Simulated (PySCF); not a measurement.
C2HF2O2, SMILES O=C(O)[C](F)F, multiplicity 2. Atoms are numbered in the order given.

```xyz
7

O     -1.2294     1.3231     0.0000
C     -0.1458     0.7681     0.0000
O      1.0521     1.4003     0.0000
C      0.0131    -0.6656     0.0000
F     -1.0186    -1.4682     0.0000
F      1.1703    -1.2825     0.0000
H      0.8495     2.3535     0.0000
```
Charge 0, spin multiplicity 2.

Geometry: TPSSh-D3(BJ)/def2-SVP. The geometry has at least one imaginary mode, so it is a saddle point at that level. The isomer is the one that the SMILES or the coordinates give; other isomers of the formula were not compared. The values are those of a single conformer.

These are PBE0/pcH-1 in PySCF values and carry that method's errors.

Unrestricted Kohn–Sham, ⟨S²⟩ = 0.758. Hyperfine tensors hold the contact and dipolar terms, without spin-orbit corrections.

**Question.** Estimate the hyperfine couplings. (The exact figures need the calculation; the answer reports its results.)

**Answer.** 
| nucleus | A(iso) (MHz) | A(iso) (G) | dipolar principal values (MHz) |
|---|---|---|---|
| 17O no. 1 | -13.7 | -4.9 | -65.3, 32.0, 33.2 |
| 13C no. 2 | -47.9 | -17.1 | -2.0, -0.6, 2.6 |
| 17O no. 3 | 3.8 | 1.4 | -8.9, 3.8, 5.1 |
| 13C no. 4 | 90.1 | 32.1 | -73.1, -72.8, 145.9 |
| 19F no. 5 | 137.9 | 49.2 | -233.5, -193.0, 426.5 |
| 19F no. 6 | 142.6 | 50.9 | -230.7, -191.7, 422.4 |
| 1H no. 7 | -4.7 | -1.7 | -2.9, -2.1, 5.0 |

**Question.** And the g tensor (effective nuclear charges for spin-orbit coupling, GIAO)? (The exact figures need the calculation; the answer reports its results.)

**Answer.** principal values 2.0019, 2.0060, 2.0070; isotropic 2.0050.
